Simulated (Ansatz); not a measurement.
Harmonic frequencies (cm⁻¹) at PBE0-D4/def2-TZVP from Ansatz: 109, 237, 353, 411, 425, 565, 854, 907, 964, 1056, 1164, 1179, 1335, 1348, 1396, 1440, 1477, 1488, 2962, 3060, 3141, 3149, 3176, 3289.

Which molecule is it?
A. `[CH2]C(C)F`•
B. `[CH2][SiH](C)O`•
C. `[CH2]CCF`•
D. `C[CH]CF`•

A.
